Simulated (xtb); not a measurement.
CH₈O₂Si₃, SMILES O=CO[SiH2][SiH2][SiH3]. All values are semi-empirical tight-binding results from xtb (GFN2-xTB unless named), good for trends rather than for accurate numbers. Coordinates come from a GFN2-xTB optimisation. This is a generated structure with no PubChem entry under its InChIKey; it may be hypothetical. One conformer was computed; it need not be the lowest.

```yaml
orbital_gap: 2.85 eV
dipole_moment: 1.22 D
zero_point_energy: 49.9 kcal/mol
G − E(el) at 298.15 K (modified RRHO): 27.3 kcal/mol
static polarisability (D4 model): 106.5 bohr³
solvation energy, GFN2-xTB/ALPB(water): -0.7 kcal/mol
solvation energy, GFN2-xTB/ALPB(dmf): -5.8 kcal/mol
```
